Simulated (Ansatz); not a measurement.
Reaction (atomization): `OB(Br)Br` → B• + 2 Br• + H• + O•

Computed with Ansatz on PBE0-D4/def2-TZVP structures; ΔE is electronic, products minus reactants. CCSD(T)/CBS is the MP2 limit (def2-TZVPP, def2-QZVPP) plus CCSD(T) − MP2 in def2-TZVPP, frozen cores. This one scheme is used for every species, atoms too. Open shells (•) are unrestricted, without spin–orbit coupling. Spin–orbit coupling would lower the free atoms: a little for B, O; clearly for Br. For Br outer-core shells are correlated without core-valence functions, so the limit isn't a true one: a few kJ/mol of doubt a bond, and 10 to 20 or more in all where bonds break to atoms. Scalar relativity is left out up to krypton. Each species was taken in one conformer, which may not be the lowest.

`OB(Br)Br`:

Cartesian coordinates in Å:
```
O 0.743 0.227 -0.808
B -0.111 -0.240 0.109
Br -0.347 -2.126 0.263
Br -1.092 0.952 1.259
H 0.807 1.187 -0.823
```

| species | CCSD(T)/CBS(def2) energy (Eh) |
| --- | --- |
| `OB(Br)Br` | -5247.33602 |
| B• | -24.60433 |
| Br• | -2573.26688 |
| H• | -0.50000 |
| O• | -75.00631 |

Work out ΔE.

ΔE = 2 × (-2573.26688) + (-24.60433) + (-0.50000) + (-75.00631) − (-5247.33602) = 0.69162 Eh = +18.82 eV.

Largest T1 diagnostic among the species: 0.014.

In def2-TZVPP, CCSD(T) changes the Hartree–Fock value by +4.77 eV (the triples alone add +0.43 eV) and MP2 by +5.71 eV; breaking electron pairs costs correlation energy, which Hartree–Fock lacks. From BLYP to BHLYP (50 % exact exchange), in def2-TZVPP and without D4, ΔE moves by −0.69 eV: exact exchange takes away binding that semilocal exchange gives to molecules. The D4 term adds +0.23 eV with B3LYP and +0.12 eV with PBE0; it sums over pairs of atoms, weighted by their polarisabilities, and B3LYP, whose exchange is more repulsive, gets the larger term.

B3LYP here is the variant with VWN-RPA as its local correlation; programs differ in this.

For atomizations the MP2-based limit and the directly extrapolated one differ by several kJ/mol either way, and by 10 to 25 for some Ge, Se and Sn compounds, so smaller differences from it don't rank the levels.
